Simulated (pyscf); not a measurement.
# Rearrangement: `[CH2]1[CH2][SiH2][CH2]1` -> `[CH2]=[CH][CH2][SiH3]`

Gas phase, singlet surface, charge 0. Bonds broken: C1–H5, Si3–C4. Bonds formed: Si3–H5. Structures and frequencies: ωB97X-D3(BJ)/def2-SVP in PySCF. MP2 and CC: frozen core, UHF for open shells. ΔMP2 is the change of the MP2 total energy from the triple- to the quadruple-zeta basis.

Transition state (Å):

```xyz
12

C     -0.6048     0.9625     0.8171
C     -0.3050     0.5629    -0.6377
Si    -1.4361    -0.8104     0.0607
C     -2.0034     1.0933     0.9256
H     -0.2957    -0.5775     1.2104
H      0.1159     1.3044     1.5692
H      0.7354     0.2679    -0.8290
H     -0.6423     1.3200    -1.3637
H     -1.7607    -1.8115    -1.0377
H     -2.1958    -1.3899     1.2228
H     -2.5401     1.4717     0.0476
H     -2.5029     1.2165     1.8912
```

One imaginary mode, 1205i cm⁻¹; descent along it reached the two sides named.

| bond | change | reactant side (Å) | saddle | product side |
|---|---|---|---|---|
| C1–H5 | breaks | 1.103 | 1.619 | 3.2 |
| Si3–C4 | breaks | 1.896 | 2.167 | 3.7 |
| Si3–H5 | forms | 2.9 | 1.636 | 1.494 |

Electronic energies relative to the reactant's lowest minimum found (kcal/mol):

```tsv
level	barrier	reaction energy	reverse barrier
ωB97X-D3(BJ)/def2-TZVP	87.3	+7.1	80.2
PBE/def2-TZVP	75.5	+5.8	69.7
r²SCAN/def2-TZVP	79.2	+5.4	73.8
B3LYP-D3(BJ)/def2-TZVP	83.5	+1.7	81.8
PBE0-D3(BJ)/def2-TZVP	81.6	+7.8	73.8
M06-2X/def2-TZVP	83.1	+5.3	77.8
ωB97M-D3(BJ)/def2-TZVP	84.3	+5.1	79.3
HF/def2-TZVP	100.5	-1.0	101.6
MP2/def2-QZVPP	85.3	+6.6	78.7
CCSD/def2-TZVPP	88.7	+4.2	84.5
CCSD(T)/def2-TZVPP	85.2	+4.2	81.0
CCSD(T)/def2-TZVPP + ΔMP2(QZVPP)	84.9	+4.3	80.6
```

With CCSD(T)/def2-TZVPP + ΔMP2(QZVPP) energies and thermal terms (ideal gas, 1 atm, RRHO with modes under 100 cm⁻¹ raised to 100, one conformer, R ln 2 for chiral ones without a mode under 150 cm⁻¹), in kcal/mol:

```json
[
 {"T (K)": "298", "ΔH‡": "81.2", "ΔG‡": "80.9", "ΔH": "+2.5", "ΔG": "+0.8"},
 {"T (K)": "600", "ΔH‡": "81.1", "ΔG‡": "80.7", "ΔH": "+3.0", "ΔG": "-1.1"},
 {"T (K)": "900", "ΔH‡": "80.9", "ΔG‡": "80.6", "ΔH": "+3.2", "ΔG": "-3.2"},
 {"T (K)": "1200", "ΔH‡": "80.7", "ΔG‡": "80.5", "ΔH": "+3.4", "ΔG": "-5.4"}
]
```

At the saddle there is also a short C–Si contact that neither side keeps. H₂C=CH–CH₂–SiH₃ lies 8.7 kcal/mol over its isomer H₂C=CH–SiH₂–CH₃ (electronic energy, ωB97M-D3(BJ)/def2-TZVP). This is the saddle that the search found; another between the same sides may lie lower. The CCSD(T) − MP2 part came from Ansatz, without density fitting, on the same reference.
